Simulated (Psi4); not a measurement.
A dimer, HBr ··· H4Ge (SMILES Br and [GeH4]); the first 2 atoms form monomer A.

```
7

Br     0.7124     0.0000     0.0000
H     -0.7124     0.0000     0.0000
Ge     2.8327    -1.4562    -2.3924
H      2.3545    -0.0981    -2.9269
H      3.5549    -1.2535    -1.0522
H      3.7981    -2.0929    -3.4030
H      1.6232    -2.3804    -2.1875
```

Problem. What interaction energy does SAPT0/jun-cc-pVDZ, frozen core in Psi4 give, and which attractive term is the largest?

Solution. Total 1.01 kcal/mol: electrostatics -2.21, exchange 5.67, induction -0.59, dispersion -1.86. The most attractive term is electrostatics.
